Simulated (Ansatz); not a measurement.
C2H10GeSi, SMILES `C[SiH2][GeH2][CH3]`, relaxed with RKS PBE-D4/def2-SVP in Ansatz from a rough embedded geometry. The force threshold is 0.03 eV/Å; the program also tests the step.

Charge 0, multiplicity 1.

Start:

```xyz
14

C    -0.629    0.422    1.880
Si   -0.022    1.360    0.465
Ge   -0.171    0.002   -1.387
C     0.803   -1.583   -1.175
H    -1.711    0.104    1.767
H    -0.596    1.057    2.855
H    -0.045   -0.485    2.062
H     1.347    1.751    0.656
H    -0.836    2.616    0.280
H    -1.653   -0.317   -1.671
H     0.412    0.795   -2.630
H     0.771   -2.229   -2.025
H     0.418   -2.161   -0.184
H     1.912   -1.332   -0.892
```

```
step  energy (eV)  largest force (eV/Å)  largest move (Å)
   1  -66605.6244                 4.651             0.000
   2  -66606.1377                 1.603             0.179
   3  -66606.2058                 0.244             0.111
   4  -66606.2236                 0.080             0.052
   5  -66606.2244                 0.022             0.007
```

End:

```xyz
14

C    -0.684    0.462    2.018
Si   -0.048    1.400    0.497
Ge   -0.161    0.019   -1.458
C     0.865   -1.649   -1.189
H    -1.742    0.160    1.880
H    -0.622    1.090    2.930
H    -0.087   -0.456    2.194
H     1.387    1.815    0.714
H    -0.853    2.658    0.288
H    -1.645   -0.345   -1.766
H     0.396    0.770   -2.703
H     0.794   -2.299   -2.083
H     0.469   -2.207   -0.317
H     1.931   -1.416   -1.003
```

Hardware: 2 threads of an AMD EPYC 7R13 on a shared host. Wall time 14 s, peak host memory 0.24 GiB.
